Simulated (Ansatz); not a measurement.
Total energies of Si(OH)4 (SiO4H4) from Ansatz at r2SCAN-D4/def2-TZVP, gas phase (1 Eh = 27.2114 eV = 2625.5 kJ/mol). The reference geometry is relaxed at PBE-D4/def2-SVP.

```json
{"state": "charge 0 singlet", "geometry": "reference", "energy (Eh)": "-592.99720"}
{"state": "charge 1 doublet", "geometry": "reference", "energy (Eh)": "-592.59546"}
{"state": "free Si atom (triplet)", "geometry": "–", "energy (Eh)": "-289.34121"}
{"state": "free O atom (triplet)", "geometry": "–", "energy (Eh)": "-75.05861"}
{"state": "free H atom (doublet)", "geometry": "–", "energy (Eh)": "-0.49993"}
```

**Question.** Work out the vertical ionisation energy to the doublet.

**Answer.** E(charge 1 doublet) − E(charge 0 singlet) = -592.59546 − (-592.99720) = 0.40174 Eh = 10.93 eV. For comparison, −ε of the highest occupied level is 7.80 eV at this level, 3.13 eV less.

**Question.** What is the binding energy per atom against free atoms?

**Answer.** Atoms: 1 × (-289.34121) + 4 × (-75.05861) + 4 × (-0.49993) = -591.57537 Eh. Binding: -591.57537 − (-592.99720) = 1.42183 Eh = 38.69 eV, or 4.30 eV for each of 9 atoms (no zero-point energy, no counterpoise term).
